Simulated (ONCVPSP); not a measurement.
nitrogen ONCV: all-electron and pseudo phase curves

```
Element                 : nitrogen (N)
Generator               : ONCVPSP 4.0.1
Type                    : optimised norm-conserving Vanderbilt (ONCV)
Functional              : PBE
Relativity              : scalar-relativistic
Frozen core             : [He]
Valence charge          : 5
Reference configuration : 2s1.75 2p3.25
Partial waves           : 2s: rc 0.90 bohr, ncon 3, nbas 6, qcut 5.9 1/bohr, 2 projectors, debl 0.7 Ha; 2p: rc 1.30 bohr, ncon 3, nbas 6, qcut 7 1/bohr, 3 projectors, debl 2.7 Ha; d scattering state at 0.02 Ha: rc 1.00 bohr, ncon 4, nbas 7, qcut 10.6 1/bohr, 1 projector
Local potential         : polynomial inside 0.80 bohr (lpopt 5, dvloc0 0 Ha)
Core correction         : none
```

The phase is arctan(r·R′/R) of the radial function R(r), unwrapped; energies in Ha, scanned from -2 to 5 Ha. A pole is an energy at which the radial function vanishes at the test radius. The pseudo phase is shifted by a multiple of π to meet the all-electron one at the reference energy, and phase errors are pseudo minus all-electron; the curves can meet again beyond the range given. Levels narrower than the energy grid can be missing from the lists of poles.

```
channel  radius (bohr)  reference energy (Ha)  poles, all-electron  poles, pseudo  unbroken range about the reference energy with phases within 0.05 rad  phase error 1 Ha above the reference energy (rad)
      s           0.91                  -0.69                 none           none                                                        the whole range                                             +0.000
      p           1.32                  -0.26                 1.30           1.30                                                        the whole range                                             -0.000
      d           1.01                   0.02                 none           none                                                        the whole range                                             -0.000
```

Phases in the d channel:

```
E (Ha)  all-electron  pseudo
 -1.98         1.064   1.064
 -1.62         1.035   1.035
 -1.26         1.001   1.001
 -0.90         0.963   0.962
 -0.54         0.917   0.917
 -0.18         0.864   0.864
  0.18         0.801   0.801
  0.54         0.726   0.726
  0.90         0.634   0.634
  1.26         0.524   0.524
  1.62         0.393   0.392
  1.98         0.237   0.235
  2.34         0.060   0.057
  2.70        -0.130  -0.135
  3.06        -0.322  -0.329
  3.42        -0.501  -0.510
  3.78        -0.660  -0.671
  4.14        -0.796  -0.808
  4.50        -0.910  -0.922
  4.86        -1.004  -1.018
```
